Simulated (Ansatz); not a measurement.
`C=CC` and `C=CCI` differ in one atom or group.

Ansatz, PBE0-D4/def2-TZVP geometries, multiplicity 1. Each molecule was computed in one conformer, which needn't be the lowest.

Elements past krypton have def2 core potentials.

| property | `C=CC` |
| --- | --- |
| HOMO energy (PBE0/def2-TZVPP) / eV | -7.37 |
| HOMO–LUMO gap (PBE0/def2-TZVPP) / eV | 7.82 |
| HOMO energy (ωB97M-V/def2-TZVPP) / eV | -9.64 |
| LUMO energy (B3LYP/def2-TZVPP) / eV | 0.20 |
| HOMO–LUMO gap (B3LYP/def2-TZVPP) / eV | 7.35 |
| HOMO–LUMO gap (ωB97M-V/def2-TZVPP) / eV | 12.21 |

(1) Give the same properties after the change, and the shifts. (An estimate is asked.)

## Answers

(1) The calculation gave: 
```csv
property,`C=CCI`,shift
HOMO energy (PBE0/def2-TZVPP) / eV,-7.22,0.15
HOMO–LUMO gap (PBE0/def2-TZVPP) / eV,5.96,-1.86
HOMO energy (ωB97M-V/def2-TZVPP) / eV,-9.38,0.26
LUMO energy (B3LYP/def2-TZVPP) / eV,-1.49,-1.69
HOMO–LUMO gap (B3LYP/def2-TZVPP) / eV,5.49,-1.86
HOMO–LUMO gap (ωB97M-V/def2-TZVPP) / eV,10.08,-2.13
```

With PBE0 the HOMO rises by 0.15 eV and the LUMO falls by 1.71 eV, so the gap narrows by about 1.86 eV. PBE moves the HOMO by 0.14 eV and ωB97M-V by 0.26 eV.

B3LYP here is the variant with VWN-RPA as its local correlation; programs differ in this.

Spin–orbit coupling is left out; it splits and shifts lone-pair levels of the heavy atoms by tenths of an eV.
